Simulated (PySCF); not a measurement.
Electron correlation in Rh (rhodium, neutral)

[Kr] 4d9, 2D determinant (an excited configuration). Computed with PySCF 2.14 in ANO-RCC-VTZP (7s6p4d2f1g, 68 functions), with the spin-free X2C one-electron Hamiltonian (Gaussian nucleus). Frozen: [Ar] 3d10; 17 electrons correlated.

MP2 pair energies summed by pair of shells (mhartree):

| pair | energy | share (%) |
| --- | --- | --- |
| 4d-4d | -302.34 | 49.4 |
| 4p-4d | -188.36 | 30.8 |
| 4p-4p | -57.53 | 9.4 |
| 4s-4d | -31.51 | 5.2 |
| 4s-4p | -27.69 | 4.5 |
| 4s-4s | -4.33 | 0.7 |

Total MP2 correlation energy: -611.75 mhartree.

Same-spin part -200.45 and opposite-spin part -411.30 mhartree; SCS-MP2 scales them by 1/3 and 6/5 to -560.38 mhartree.
